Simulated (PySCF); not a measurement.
PSe⁺: frontier orbitals

RHF at R = 1.965 Å; PySCF, spin-free X2C with a Gaussian nucleus, basis sets P jorge-DZP-DKH, Se jorge-DZP-DKH. State: ¹Σ⁺ (singlet), closed shell. Only the outer orbitals are listed, counted within each symmetry.

| orbital | occ. | ε (eV) | on P (%) | main shells (%) |
| --- | --- | --- | --- | --- |
| 10σ | 2 | -34.86 | 40 | 56 Se s, 30 P s, 8 P p |
| 11σ | 2 | -25.93 | 59 | 57 P s, 32 Se s, 10 Se p |
| 12σ | 2 | -19.32 | 57 | 46 P p, 37 Se p, 10 P s |
| 5π | 2 | -18.10 | 38 | 62 Se p, 35 P p |
| 5π | 2 | -18.10 | 38 | 62 Se p, 35 P p |
| 6π | 0 | -7.08 | 66 | 65 P p, 34 Se p |
| 6π | 0 | -7.08 | 66 | 65 P p, 34 Se p |
| 13σ | 0 | -1.64 | 69 | 60 P p, 35 Se p |

Which are the highest filled and the lowest empty level, where do they sit, and how wide is the gap?

Highest filled 5π at -18.10 eV (in %: 62 Se p, 35 P p); lowest empty 6π at -7.08 eV (in %: 65 P p, 34 Se p); the gap at RHF is 11.02 eV.

| Property | Result |
| --- | --- |
| bond order (Mayer) | 2.82 |
| ⟨S²⟩ | 0.000 |
| charge on P (Mulliken, basis-dependent) | 0.38 |
| charge on P (Löwdin, basis-dependent) | 0.34 |
| dipole moment (positive dipole points towards Se; it is taken about the centre of mass and depends on that origin) | -3.22 D |
| polarisability along the bond | 56.2 bohr³ |
| polarisability across the bond | 17.0 bohr³ |
